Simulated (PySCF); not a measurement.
Cl2OTa, doublet, at a GFN2-xTB geometry (such geometries of metal compounds can be far from the true shape) (the multiplicity is a formal guess) (core potentials on Ta).

Input for PySCF:
```python
from pyscf import gto, scf

mol = gto.M(
    atom='''
Ta   -0.165742   -0.147869   -0.030046
O    -1.421975   -1.268636   -0.257780
Cl   -0.337427    1.938970   -0.715802
Cl    1.718306   -0.706999    0.966132
''',
    basis='def2-tzvp',
    ecp={'Ta': 'def2-tzvp'},
    charge=0,
    spin=1,
    verbose=4,
)

mf = scf.UHF(mol)
mf = mf.density_fit(auxbasis='def2-universal-jkfit')
mf.kernel()
mf.analyze()
```

What is the computed number of basis functions (DF-HF/def2-TZVP (PySCF))?

145

Give the total energy at the level DF-HF/def2-TZVP.

-1050.4838 Eh

What is the computed dipole moment (DF-HF/def2-TZVP)?

2.21 D

Give the <S^2> at the level DF-HF/def2-TZVP.

0.771

These values belong to the state on which the SCF converged, which isn't shown to be the lowest.
